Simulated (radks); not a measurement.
Task: These are the eigenvalues of the occupied orbitals of an atom or ion with whole-number occupations (Ry). Method: Dirac Kohn-Sham, PBE, spin-unpolarised, spherical densities, point nucleus; computed with a radial shooting solver on a logarithmic mesh with Libxc functionals.

1s1/2: -2736.249
2s1/2: -432.2346
2p1/2: -407.1270
2p3/2: -379.0692
3s1/2: -91.16118
3p1/2: -80.62827
3p3/2: -75.20490
3d3/2: -56.73534
3d5/2: -55.57936
4s1/2: -17.80622
4p1/2: -13.97803
4p3/2: -12.84778
4d3/2: -6.59761
4d5/2: -6.40549
5s1/2: -2.37507
5p1/2: -1.39172
5p3/2: -1.24208
6s1/2: -0.20338
5d3/2: -0.10159

Which element is it, and in what charge state? The configuration may be excited. Open shells, if any, fill j = l - 1/2 first.

Result: Z = 56, barium, charge 0: Ba in [Xe] 6s1 5d1. The list shows which subshells hold electrons but not how many an open one holds; the 1s level, -1368.1 hartree, gives Z - s = 52.3 by -(Z - s)^2/2, which with screening and relativity narrows Z to a few neighbours, and the depths of the outer levels then fix element, charge and occupations together.
